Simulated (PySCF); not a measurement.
W(O)(S)(Br)(SH) (BrHOS2W), SMILES [O]=[W](=[S])([SH])[Br], multiplicity 1. Heavy atoms are numbered as in [W:1](=[O:2])(=[S:3])([Br:4])[SH:5]. Hydrogens are named by the atom that carries them.

Geometry optimised at B3LYP-D3(BJ)/def2-SVP. The spin state was assumed, not searched. The def2 effective core potentials stand for the cores of W; spin–orbit coupling is left out. Other conformers were not sampled.

The numbers are results of CAM-B3LYP/def2-TZVP in PySCF, not measurements.

ESP charges are fitted to the potential on shells at 1.4 to 2.0 van der Waals radii. Atomic charges (e), one atom of each kind:

```tsv
atom	ESP fit	Mulliken
W1	0.37	1.06
O2	-0.27	-0.43
S3	-0.09	-0.24
Br4	-0.05	-0.26
S5 (SH)	-0.19	-0.31
H on S5	0.22	0.18
```
